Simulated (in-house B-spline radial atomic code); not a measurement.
Configurations of the technetium ion Tc²⁺, with energies counted from [Kr] 4d5. Method: Dirac-Hartree-Fock, average of configuration, Fermi nucleus of rms radius 4.41117 fm. Calculated with a B-spline radial code for spherical atoms. Energies include first-order Breit, QED and recoil terms.

Occupations are held fixed; configurations that lie above the ionisation limit could autoionise.

```csv
configuration,E - E(ref) (eV),highest orbital,its <r> (bohr)
[Kr] 4d4 5p1,9.974,5p3/2,3.439
[Kr] 4d4 6s1,16.421,6s1/2,5.838
[Kr] 4d4 4f1,19.229,4f5/2,5.643
[Kr] 4d4 7g1,24.587,7g7/2,21.14
[Ar] 3d10 4s2 4p5 4d5 5g1,65.507,5g7/2,9.154
[Ar] 3d10 4s2 4p5 4d5 6g1,67.003,6g7/2,14.64
[Ar] 3d10 4s2 4p5 4d5 8f1,68.433,8f5/2,28.87
```

Problem. Order these further configurations by energy, lowest first.
A. [Kr] 4d4 8g1
B. [Kr] 4d4 6f1
C. [Kr] 4d4 6p1
D. [Ar] 3d10 4s2 4p5 4d5 8g1
E. [Kr] 4d4 7p1

Solution. C (18.261 eV), E (21.642 eV), B (23.578 eV), A (25.173 eV), D (68.492 eV).

Problem. How far above the reference does [Ar] 3d10 4s2 4p5 4d5 4f1 lie?

Solution. 62.518 eV; its least bound orbital is 4f5/2 with <r> = 5.59 bohr.

Problem. How far above the reference does [Kr] 4d4 5g1 lie?

Solution. 22.188 eV; its least bound orbital is 5g7/2 with <r> = 9.155 bohr.
